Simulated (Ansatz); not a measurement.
**Abstraction of H: C2H7Sb + SiH2(SeH) → C2H6Sb + SiH3(SeH)**

Species: C2H7Sb `C[CH2][SbH2]`, singlet; SiH2(SeH), doublet; C2H6Sb `C[CH2][SbH]`, doublet; SiH3(SeH), singlet. A radical takes H: the energy is the difference in strength between the Sb–H bond broken and the Si–H bond made.

Shapes, held fixed at every level: PBE0-D4/def2-TZVP. Flexible molecules stand in one conformer, not always the lowest. Programs: Ansatz 0.2.0. The zero-point and thermal change to 298 K, harmonic and unscaled (PBE0-D4/def2-TZVP), is +3.5 kJ/mol.

```
                level                    kind  ΔH(298 K) (kJ/mol)  less CCSD(T)/def2-TZVPP  CPU time (sum over the molecules)
          HF/def2-SVP            Hartree–Fock              -107.0                    -16.9                                  –
     SPW92/def2-TZVPP                     LDA               -66.9                    +23.2                               15 s
    PBE-D4/def2-TZVPP                     GGA               -73.0                    +17.1                               29 s
  B3LYP-D4/def2-TZVPP           global hybrid               -84.5                     +5.6                               42 s
r2SCAN0-D4/def2-TZVPP           global hybrid               -86.5                     +3.6                               53 s
   wB97X-V/def2-TZVPP  range-separated hybrid               -91.7                     -1.6                               81 s
     CCSD(T)/def2-SVP   coupled cluster or CI               -93.5                     -3.4                               60 s
   CCSD(T)/def2-TZVPP   coupled cluster or CI               -90.1                      0.0                             18 min
```

The highest level, CCSD(T)/def2-TZVPP, gives ΔH(298 K) = -90.1 kJ/mol; the levels span -107.0 to -66.9. The column of differences is taken from that level and isn't an error. No measured value is set beside it here. Open shells run unrestricted unless RO is named. For atoms past krypton def2 sets carry core potentials with scalar relativity. Relativity is left out for Se unless named. Correlated rows may include outer-core shells of Sb, Se, which these sets cover unevenly. Times are processor times on shared x86 and Arm servers, and rough.
